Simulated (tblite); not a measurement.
Species: C4H8FSi3 (doublet state).
SMILES with atom numbers: `[F:1][C@:2]1([C:3]#[C:4][SiH2:5])[CH2:6][SiH2:7][SiH2:8]1` (hydrogens: H9, H10 on Si5; H11, H12 on C6; H13, H14 on Si7; H15, H16 on Si8)
Bond orders are those of one Lewis drawing.

Computed with GFN2-xTB (tblite), gas phase: L-BFGS steps from a force-field or distance-geometry start until the largest atomic force falls under 0.01 eV/Å.

Step 29: E = -609.5598 eV
```
atom  x, y, z in Å  |  force x, y, z in eV/Å
F1     -1.1823   -0.5906    1.6382   -0.010   0.042  -0.042
C2     -0.4777   -0.2177    0.4602    0.043   0.015   0.030
C3      0.8719    0.0952    0.7855   -0.063  -0.042  -0.080
C4      2.0692    0.2823    0.9074    0.085   0.045   0.045
Si5     3.7910    0.5706    1.3447    0.056   0.001  -0.005
C6     -1.2736    0.9111   -0.2264    0.056   0.027   0.119
Si7    -2.5465   -0.1449   -1.2022    0.036  -0.005  -0.017
Si8    -0.8176   -1.6722   -0.8182   -0.022  -0.022  -0.013
H9      4.3547    1.8881    1.1136   -0.029   0.009   0.008
H10     4.6965   -0.5578    1.2237    0.000  -0.004   0.002
H11    -0.5970    1.4540   -0.8885   -0.032   0.015   0.009
H12    -1.6537    1.6224    0.5054   -0.012   0.013   0.006
H13    -3.7823   -0.3191   -0.4400   -0.078  -0.021   0.002
H14    -2.8886    0.4296   -2.5061   -0.002  -0.012  -0.045
H15     0.2909   -1.7053   -1.7793    0.012  -0.027  -0.027
H16    -0.8623   -2.9597   -0.1294   -0.038  -0.034   0.008
```

Step 30: E = -609.5612 eV
```
atom  x, y, z in Å  |  force x, y, z in eV/Å
F1     -1.1736   -0.5926    1.6398   -0.025   0.047  -0.046
C2     -0.4757   -0.2170    0.4585    0.048  -0.018   0.009
C3      0.8746    0.0967    0.7807   -0.023  -0.038  -0.092
C4      2.0724    0.2851    0.9018    0.046   0.035   0.044
Si5     3.7942    0.5717    1.3398    0.023   0.001   0.002
C6     -1.2757    0.9118   -0.2240    0.062   0.000   0.104
Si7    -2.5452   -0.1457   -1.2052    0.024   0.029   0.011
Si8    -0.8242   -1.6759   -0.8191    0.038  -0.013   0.028
H9      4.3560    1.8909    1.1213   -0.018   0.023   0.003
H10     4.6995   -0.5562    1.2278    0.013  -0.017  -0.002
H11    -0.6026    1.4598   -0.8860   -0.031   0.007   0.023
H12    -1.6552    1.6183    0.5125   -0.027   0.019   0.000
H13    -3.7834   -0.3205   -0.4475   -0.084  -0.021   0.003
H14    -2.8823    0.4331   -2.5079   -0.005  -0.011  -0.058
H15     0.2839   -1.7128   -1.7820   -0.001  -0.034  -0.016
H16    -0.8703   -2.9605   -0.1218   -0.038  -0.010  -0.013
```

Step 31: E = -609.5627 eV
```
atom  x, y, z in Å  |  force x, y, z in eV/Å
F1     -1.1648   -0.5937    1.6406   -0.034   0.042  -0.032
C2     -0.4728   -0.2166    0.4568    0.039  -0.046  -0.018
C3      0.8781    0.0981    0.7742    0.043  -0.033  -0.087
C4      2.0761    0.2885    0.8972   -0.003   0.022   0.038
Si5     3.7981    0.5729    1.3347   -0.008   0.001   0.008
C6     -1.2769    0.9125   -0.2198    0.040  -0.024   0.051
Si7    -2.5434   -0.1459   -1.2081   -0.005   0.063   0.044
Si8    -0.8304   -1.6800   -0.8196    0.088   0.003   0.061
H9      4.3567    1.8945    1.1292   -0.007   0.034  -0.001
H10     4.7029   -0.5550    1.2320    0.024  -0.025  -0.006
H11    -0.6091    1.4659   -0.8829   -0.022   0.002   0.037
H12    -1.6570    1.6144    0.5202   -0.035   0.021   0.002
H13    -3.7859   -0.3227   -0.4554   -0.068  -0.015  -0.010
H14    -2.8756    0.4361   -2.5111   -0.004  -0.015  -0.052
H15     0.2765   -1.7212   -1.7852   -0.013  -0.042  -0.003
H16    -0.8799   -2.9617   -0.1142   -0.036   0.012  -0.031
```

Step 32: E = -609.5644 eV
```
atom  x, y, z in Å  |  force x, y, z in eV/Å
F1     -1.1552   -0.5942    1.6411   -0.034   0.030  -0.010
C2     -0.4687   -0.2169    0.4546    0.018  -0.057  -0.041
C3      0.8829    0.0988    0.7647    0.106  -0.026  -0.067
C4      2.0804    0.2929    0.8926   -0.045   0.007   0.030
Si5     3.8028    0.5744    1.3293   -0.025   0.003   0.011
C6     -1.2776    0.9129   -0.2139   -0.001  -0.039  -0.022
Si7    -2.5415   -0.1450   -1.2106   -0.040   0.083   0.070
Si8    -0.8359   -1.6846   -0.8189    0.112   0.028   0.076
H9      4.3575    1.8992    1.1384    0.002   0.035  -0.003
H10     4.7074   -0.5539    1.2366    0.027  -0.024  -0.010
H11    -0.6172    1.4733   -0.8787   -0.005  -0.001   0.051
H12    -1.6601    1.6103    0.5291   -0.031   0.011   0.006
H13    -3.7902   -0.3256   -0.4648   -0.037  -0.004  -0.029
H14    -2.8675    0.4392   -2.5157    0.002  -0.023  -0.027
H15     0.2674   -1.7318   -1.7893   -0.018  -0.050   0.010
H16    -0.8922   -2.9628   -0.1059   -0.029   0.028  -0.045
```

Task: Estimate the geometry and energy of step 33. (The exact step hangs on the optimiser's Hessian estimate; all steps are aligned on step 32, rigid shifts and turns removed.)

Result: E = -609.5663 eV, largest force 0.138 eV/Å
```
atom  x, y, z in Å  |  force x, y, z in eV/Å
F1     -1.1445   -0.5943    1.6418   -0.022   0.015   0.010
C2     -0.4637   -0.2183    0.4518   -0.006  -0.040  -0.050
C3      0.8893    0.0981    0.7522    0.131  -0.018  -0.040
C4      2.0851    0.2983    0.8879   -0.061  -0.007   0.022
Si5     3.8079    0.5763    1.3238   -0.023   0.007   0.014
C6     -1.2781    0.9129   -0.2072   -0.045  -0.038  -0.083
Si7    -2.5400   -0.1424   -1.2120   -0.067   0.074   0.073
Si8    -0.8400   -1.6889   -0.8167    0.093   0.055   0.065
H9      4.3585    1.9051    1.1487    0.006   0.023  -0.003
H10     4.7129   -0.5529    1.2416    0.020  -0.010  -0.013
H11    -0.6264    1.4820   -0.8730    0.018  -0.006   0.061
H12    -1.6645    1.6056    0.5388   -0.016  -0.012   0.009
H13    -3.7959   -0.3292   -0.4760   -0.005   0.011  -0.046
H14    -2.8579    0.4422   -2.5214    0.009  -0.033   0.011
H15     0.2567   -1.7449   -1.7942   -0.014  -0.056   0.021
H16    -0.9071   -2.9634   -0.0973   -0.019   0.036  -0.050
```

The energy changes by -0.0019 eV. The first-order estimate −F·Δx gives -0.0027 eV and the mean of the old and new forces, exact on a quadratic surface, -0.0019 eV. The step makes an angle of 78° with the force vector and moves no atom by more than 0.018 Å.

What follows is the cost of the whole relaxation. On AMD EPYC, one thread, no GPU, shared host, this took 3.4 s of wall time.
